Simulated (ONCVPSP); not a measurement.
# Which setting gave this result? (beryllium (Be), ONCV)

Base potential:

| Property | Result |
| --- | --- |
| Element | beryllium (Be) |
| Generator | ONCVPSP 4.0.1 |
| Type | optimised norm-conserving Vanderbilt (ONCV) |
| Functional | PBE |
| Relativity | non-relativistic |
| Frozen core | none |
| Valence charge | 4 |
| Reference configuration | 1s2 2s2 |
| Partial waves | 1s+2s: rc 0.95 bohr, ncon 4, nbas 7, qcut 13.8 1/bohr, 2 projectors; p scattering state at 0.06 Ha: rc 0.90 bohr, ncon 5, nbas 9, qcut 9.4 1/bohr, local |
| Local potential | the p channel |
| Core correction | none |

Cutoffs, loose and tight: the cutoffs (Ha) at which the residual kinetic energy of the hardest occupied pseudo-wave falls to 1 and 0.1 mHa per electron. They do not see the model core or the augmentation charge, which bear on the density cutoff. Test errors are all-electron minus pseudo excitation energies from the reference, over the configurations 1s2 2s1; 1s2 2s0; 1s2 2s1.5; 1s2 2s0 2p1; variants that change the core or the reference have their own tests.

Only the scale of all radii (base = 1) is moved:

| scale of all radii (base = 1) | cutoff, loose | cutoff, tight | bound ghosts | largest test error (meV) |
| --- | --- | --- | --- | --- |
| 0.78 | 84 Ha | 129 Ha | none | +3.8 |
| 0.82 | 80 Ha | 95 Ha | none | +4.0 |
| 0.89 | 75 Ha | 86 Ha | none | +4.4 |
| 0.95 | 71 Ha | 82 Ha | none | +4.8 |
| 1.07 | 64 Ha | 75 Ha | none | +5.4 |
| 1.16 | 59 Ha | 70 Ha | none | +6.2 |
| 1.18 | 57 Ha | 68 Ha | none | +6.5 |
| 1.26 | 53 Ha | 63 Ha | none | +6.6 |
| 1.33 | 50 Ha | 60 Ha | none | +6.3 |

One more run gave cutoff, loose: 67 Ha; cutoff, tight: 78 Ha; bound ghosts: none; largest test error (meV): +5.1. Which value of the scale of all radii (base = 1) was used?

1.01. The loose cutoff moves one way along this sweep, from 84 Ha at 0.78 to 50 Ha at 1.33, which places the run between 0.95 and 1.07.
